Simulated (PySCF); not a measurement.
# Oxygen: a sound run and one with changed settings

Sound run: O⁺ [He] 2s2 2p3, O²⁺ [He] 2s2 2p2. All numbers are calculated (PySCF 2.14, the spin-free X2C one-electron Hamiltonian (Gaussian nucleus), in cc-pVTZ-DK (4s3p2d1f, 30 functions)). In the sound run the correlated levels freeze 1s2. The sound run starts from symmetry-adapted Hartree-Fock orbitals and uses a fine grid where one is needed.

A second run was set up differently.

```tsv
species	method	sound run (hartree)	changed run (hartree)	converged
O⁺	MP2	-74.52055	-74.44633	yes
O⁺	CCSD(T)	-74.53720	-74.45035	yes
O²⁺	MP2	-73.22769	-73.16045	yes
O²⁺	CCSD(T)	-73.25061	-73.16193	yes
```

Ionisation energy of O⁺:

| method | sound run (eV) | changed run (eV) |
| --- | --- | --- |
| UHF | 34.558 | 34.558 |
| MP2 | 35.180 | 34.991 |
| SCS-MP2 | 34.925 | 34.702 |
| CCSD | 35.002 | 35.057 |
| CCSD(T) | 35.010 | 35.060 |

Question: What was changed?
A. all electrons correlated in a valence basis
B. a valence shell is frozen
C. level shift left on
D. too few SCF iterations

Answer: B. Freezing a valence shell removes pair correlation that changes on ionisation.
